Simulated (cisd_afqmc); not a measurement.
Input (AFQMC/CISD/def2-SVP; cisd_afqmc is a phaseless AFQMC code with CISD trial states that reads the integrals written by Ansatz):

Ansatz 0.2 input:
```python
import cisd_afqmc

open("ham.yaml", "w").write("""\
crystal:
  periodic: [false, false, false]
  atoms:
    - {symbol: Li, position_ang: [-0.00000000, -0.00000000, -2.02545249]}
    - {symbol: Cl, position_ang: [0.00000000, 0.00000000, 0.35743279]}
basis:
  gaussian:
    orbitals: def2-SVP
total_charge: 1
magnetization: {spin_polarized: true, initial_magnetization: 1}
correlation: {method: ccsd, electrons: outside_noble_gas, hamiltonian_folder: ham}
""")
rep = cisd_afqmc.ansatz("ham.yaml")
e_ccsd = rep["correlation"]["coupled_cluster"]["energy"]["hartree"]
out = cisd_afqmc.run("ham", e_ccsd, trial="CISD", walkers=200, populations=8, threads=8, dt=0.005, steps=40, early=24, settle=10, least=32,
    cut=5e-5, rank_cut=2e-4, target=0.0004, seconds=1500, seed=1, memory=17280, gpu=False)
```

Output:

```
orbitals 21, occupied [4, 3], factors 84 of 287, rank of the doubles 64 of 122
E(HF) = -466.571263
E(CCSD) on the cut factors = -466.698721, shift to the whole factors 0.000026
Energy of the trial state on the determinant = -466.698650
  tau behind 7.2 of longer steps, mean of the populations' last blocks
   2.0  -466.70014
   4.0  -466.70007
   6.0  -466.70134
   8.0  -466.70014
blocks 285 (5 outliers left out), error by blocks joined: 1: 0.00004, 2: 0.00005, 4: 0.00005, 8: 0.00006, 16: 0.00005
E(AFQMC/CISD) = -466.70020 +/- 0.00006
```
